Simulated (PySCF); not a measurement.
**Sb: excitation energy**

Sb [Kr] 4d10 5s2 5p3 (4S) → Sb [Kr] 4d10 5s1 5p4 (4P), as a difference of total energies. Computed with PySCF 2.14 in x2c-TZVPPall with one added diffuse shell each of s, p, d, f type (9s7p5d3f, 76 functions), with scalar relativity by spin-free X2C-1e. Correlated levels: valence: [Kr] 4d10 frozen. The calculations carry no spin-orbit coupling.

```csv
method,excitation energy (cm⁻¹)
UHF,59686
MP2 (valence),60049
SCS-MP2 (valence),60078
CCSD (valence),56075
CCSD(T) (valence),53786
```

The coupled-cluster amplitudes are large for the upper state (T1 above 0.03 or a double amplitude above 0.15), so a single reference is strained.
